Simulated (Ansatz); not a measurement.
The cluster HfAg₁₂. The state is a singlet with charge 0. Geometry r2SCAN-D4/def2-SVP, basis def2-TZVP, Ansatz.

```xyz
13

Hf   -0.323    0.048   -0.266
Ag   -0.362   -0.359    2.701
Ag    0.593   -2.439    1.105
Ag   -1.330    2.783   -0.377
Ag   -2.188   -1.713    0.985
Ag    0.470    2.101    1.611
Ag    2.093   -0.141    1.445
Ag    2.047    1.542   -0.739
Ag    2.063   -1.347   -1.051
Ag   -0.055    1.863   -2.564
Ag    0.198   -0.777   -3.026
Ag   -2.399    1.043    1.446
Ag   -0.806   -2.605   -1.272
```

```
run  HOMO (eV)  LUMO (eV)
  A      -4.94      -2.95
  B      -4.56      -3.55
  C      -4.61      -3.30
  D      -4.59      -3.70
```

In the def2 sets Ag, Hf take a core potential; there is no spin–orbit coupling. HSE06 is defined as in plane-wave codes, on full-range PBE exchange. Single mean-field runs in def2-TZVP are fitted with def2-universal-jkfit. The structure comes from a short search, and lower isomers may exist.

Q: The runs used HSE06, PBE, PBE0, r2SCAN. Estimate which is which.

A: A PBE0 (25 % exact exchange); B r2SCAN (0 % exact exchange); C HSE06 (range-separated); D PBE (0 % exact exchange). Exact exchange lowers occupied and raises empty levels; among semilocal functionals meta-GGAs tend to open the gap a little, and such runs are hard to tell apart. The gap grows from 0.89 eV (PBE) to 1.99 eV (PBE0).
